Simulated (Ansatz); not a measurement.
**Stretch profile**

GeHSF (SMILES [F][Ge][SH]), closed shell, at its PBE0-D4/def2-TZVP minimum:

```tsv
atom	x (Å)	y (Å)	z (Å)
F1	-1.9109	0.4714	0.5746
Ge2	-0.3041	-0.0642	1.0419
S3	0.5315	-0.0274	-1.0308
H4	1.7390	-0.4401	-0.6060
```

The bond length F1–Ge2 (1.757 Å at the minimum) is set to the values below, the two halves moving rigidly along the bond. Each method's energies count from its own value at the PBE0-D4 minimum structure. Ansatz 0.2.0; basis: def2-TZVPP; cores frozen in the correlated methods. Filled d shells of the heavier atoms are correlated. The def2 sets are not built for correlating such inner shells, so the correlated values are less sure here. B3LYP uses VWN-RPA correlation.

```csv
bond length (Å),CCSD(T) (kJ/mol),r2SCAN-D4 (kJ/mol),PBE0-D4 (kJ/mol),wB97M-V (kJ/mol)
1.511,115.0,116.9,116.5,119.1
1.563,63.5,65.3,65.0,66.7
1.639,19.6,20.8,20.6,21.5
1.727,0.8,1.2,1.1,1.3
1.825,5.6,4.7,4.8,4.7
1.931,28.8,26.1,26.6,26.4
2.043,64.1,59.2,60.1,60.4
2.161,106.8,99.2,100.7,101.8
2.284,152.7,142.3,144.6,146.9
```

Minimum and curvature along this coordinate at CCSD(T): A fifth-order fit through the nearest points gives 1.753 Å, with a curvature of about 25 eV/Å².

Q: Treat the two halves as rigid bodies and work out the harmonic wavenumber of this stretch from that curvature (ν̃ = 521.5 √(k/μ) cm⁻¹ with k in eV/Å² and μ in u).

A: The halves weigh 19.00 and 105.69 u, so μ = 19.00 × 105.69/124.69 = 16.105 u and ν̃ = 521.5 √(25/16.105) ≈ 650 cm⁻¹. A true normal mode mixes in other motions, so this is a guide only.

Largest difference from the CCSD(T) curve over the scan: PBE-D4 34.4; B3LYP-D4 22.7; HF 21.3; MP2 1.4 kJ/mol. Each curve counts from its own value at the minimum.

T1 diagnostic: at most 0.020.

For scale, one of the runs: CCSD(T)/def2-TZVPP, 135 basis functions (an equivalent command: `ansatz run in.yaml --threads 2`). Hardware: 2 CPU threads, shared host. Wall time 20 s; peak host memory 0.7 GiB.
